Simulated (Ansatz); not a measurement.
Mulliken charges of `S[SiH]1BN1` from r2SCAN/def2-TZVPP in Ansatz (PBE0-D4/def2-TZVP geometry).

```csv
atom,x (Å),y (Å),z (Å),charge (e)
S1,-2.199,-0.555,-0.360,-0.260
Si2,-0.327,-0.039,0.515,0.287
B3,1.351,-0.825,0.014,0.006
N4,1.000,0.392,-0.541,-0.223
H5,-2.817,0.582,0.002,0.107
H6,-0.579,0.932,1.606,-0.077
H7,2.265,-1.578,-0.080,0.012
H8,1.398,1.034,-1.212,0.149
```

Problem. By hand: the dipole of these point charges (1 e Å = 4.8032 D).

Solution. Σ q r = (0.242, 0.166, 0.057) e Å, of length 0.299 e Å = 1.44 D.

Problem. How does the dipole of the full density compare? (Estimate.)

Solution. The calculation gave: (0.108, 0.380, -0.082) e Å, 1.94 D; the point charges give 0.74 times that, at 45° from its direction.

Point charges leave out the atoms' own dipoles, such as those of lone pairs, and Mulliken's split depends on the basis, so the two needn't agree.
